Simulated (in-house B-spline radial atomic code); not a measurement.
**How G0W0 and RPA depend on the start: Os IX (Os8+)**

Configuration [Xe] 4f14. Computed with an all-electron radial atomic-structure program (B-spline basis): all electrons, scalar-relativistic (spin-free one-electron X2C), finite nucleus, each spin shell either full or empty, empty states to l = 9 with an (l + 1/2)⁻⁴ tail; G0W0 by contour deformation at full frequency.

Without the two-electron picture change, the correlation of inner shells comes somewhat too large for so heavy an element.

```json
{"start": "Hartree-Fock", "mean-field 5p (eV)": "-171.97", "G0W0 (eV)": "-173.03", "QP weight": "0.979", "RPA correlation (Eh)": "-5.9381"}
{"start": "LDA VWN5", "mean-field 5p (eV)": "-162.80", "G0W0 (eV)": "-173.25", "QP weight": "0.969", "RPA correlation (Eh)": "-6.3263"}
{"start": "PBE", "mean-field 5p (eV)": "-162.39", "G0W0 (eV)": "-173.20", "QP weight": "0.969", "RPA correlation (Eh)": "-6.3211"}
{"start": "PBE0", "mean-field 5p (eV)": "-165.18", "G0W0 (eV)": "-173.13", "QP weight": "0.972", "RPA correlation (Eh)": "-6.2173"}
{"start": "r2SCAN", "mean-field 5p (eV)": "-163.70", "G0W0 (eV)": "?", "QP weight": "?", "RPA correlation (Eh)": "?"}
{"start": "HSE06", "mean-field 5p (eV)": "-164.63", "G0W0 (eV)": "-173.16", "QP weight": "0.972", "RPA correlation (Eh)": "-6.2222"}
{"start": "B3LYP (VWN-RPA)", "mean-field 5p (eV)": "-164.65", "G0W0 (eV)": "-173.21", "QP weight": "0.972", "RPA correlation (Eh)": "-6.2389"}
{"start": "SCAN", "mean-field 5p (eV)": "-163.51", "G0W0 (eV)": "-173.11", "QP weight": "0.971", "RPA correlation (Eh)": "-6.2602"}
{"start": "TPSS", "mean-field 5p (eV)": "-162.65", "G0W0 (eV)": "-173.24", "QP weight": "0.969", "RPA correlation (Eh)": "-6.3073"}
{"start": "BHandHLYP", "mean-field 5p (eV)": "-167.73", "G0W0 (eV)": "-173.15", "QP weight": "0.975", "RPA correlation (Eh)": "-6.1199"}
{"start": "CAM-B3LYP", "mean-field 5p (eV)": "-166.62", "G0W0 (eV)": "-173.26", "QP weight": "0.974", "RPA correlation (Eh)": "-6.2093"}
{"start": "LC-wPBE", "mean-field 5p (eV)": "-167.71", "G0W0 (eV)": "-173.31", "QP weight": "0.975", "RPA correlation (Eh)": "-6.2303"}
{"start": "wB97X", "mean-field 5p (eV)": "-167.38", "G0W0 (eV)": "-173.13", "QP weight": "0.975", "RPA correlation (Eh)": "-6.1994"}
{"start": "PBEsol", "mean-field 5p (eV)": "-162.48", "G0W0 (eV)": "-173.20", "QP weight": "0.969", "RPA correlation (Eh)": "-6.3235"}
{"start": "BLYP", "mean-field 5p (eV)": "-162.22", "G0W0 (eV)": "-173.26", "QP weight": "0.969", "RPA correlation (Eh)": "-6.3224"}
{"start": "r2SCAN0", "mean-field 5p (eV)": "-166.11", "G0W0 (eV)": "?", "QP weight": "?", "RPA correlation (Eh)": "?"}
{"start": "LDA exchange-only", "mean-field 5p (eV)": "-160.85", "G0W0 (eV)": "-173.36", "QP weight": "0.969", "RPA correlation (Eh)": "-6.3269"}
```

What G0W0 level, weight and RPA correlation energy follow from the r2SCAN0 start?

G0W0 level -173.07 eV, weight 0.974, RPA correlation -6.1718 hartree.

What G0W0 level, weight and RPA correlation energy follow from the r2SCAN start?

G0W0 level -173.11 eV, weight 0.971, RPA correlation -6.2552 hartree.

How much of the dependence on the start does G0W0 remove?

The mean-field levels span 11.1 eV and the G0W0 levels 0.337 eV. Against 168.7 ± 0.5 eV (NIST, semi-empirical) the G0W0 removal energies are off by +4.33 to +4.66 eV, with spin-orbit coupling, Breit and QED terms left out.
